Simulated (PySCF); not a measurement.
## Working with the constants of SrSe

RHF-CCSD(T) constants of SrSe, ¹Σ⁺ (singlet), closed shell (basis Sr def2-TZVPP with ECP28, Se def2-TZVPP; scalar-relativistic core potentials; PySCF 2.14; masses 87.9056 and 79.9165 u):

- ωe: 253.7 cm⁻¹
- ωexe: 0.661 cm⁻¹
- Be: 0.058851 cm⁻¹
- αe: 0.000191 cm⁻¹
- D (centrifugal): 1.27e-08 cm⁻¹
- De to Sr + Se: 2.66 eV

(1) Give the band origin of the fundamental and the first lines of its P and R branches.

(2) Near which J would the R branch turn back, without centrifugal distortion?

Correlated steps freeze 9 core orbitals. Where the molecule has an RHF reference, its open-shell atoms are computed with UHF. The CCSD T1 diagnostic is raised, a sign that a single reference may not be enough here.

Answers

(1) ν0 = ωe − 2ωexe = 252.4 cm⁻¹, B0 = 0.058756, B1 = 0.058564 cm⁻¹.

| J″ | P(J″) − ν0 | R(J″) − ν0 |
| --- | --- | --- |
| 0 |  | 0.117 |
| 1 | -0.118 | 0.234 |
| 2 | -0.235 | 0.350 |
| 3 | -0.354 | 0.466 |
| 4 | -0.472 | 0.582 |
| 5 | -0.591 | 0.697 |
| 6 | -0.711 | 0.812 |

(2) At J ≈ (B0 + B1)/(2(B0 − B1)) − 1 ≈ 310.
